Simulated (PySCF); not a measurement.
Ionisation energy of Bi(2+) by level of theory

Bi(2+) [Xe] 4f14 5d10 6s2 6p1 (2P) → Bi(3+) [Xe] 4f14 5d10 6s2 (1S), as a difference of total energies. Calculation: PySCF 2.14, in def2-TZVPPD with the def2 core potential (60 electrons) (7s5p4d2f, 56 functions); a scalar-relativistic core potential. Correlated levels: valence: 5s2 5p6 5d10 frozen. The calculations carry no spin-orbit coupling.

```
           method  ionisation energy (eV)
              UHF                  23.041
    MP2 (valence)                  23.233
SCS-MP2 (valence)                  23.221
   CCSD (valence)                  23.287
CCSD(T) (valence)                  23.297
  CCSDT (valence)                  23.300
```

**Question.** How much does correlation contribute at CCSD(T) (valence)?

**Answer.** 23.297 − (23.041) = 0.256 eV, measured against UHF.

The reference lies between the lowest fine-structure levels, while these numbers refer to the centres of the terms.

Errors of the correlated levels include the incompleteness of this basis and the frozen core.

Every method misses the reference by a wide margin, which points to the basis or the choice of state and not to the methods.

For comparison: 25.571 eV (measured; NIST Atomic Spectra Database, ionization energies).
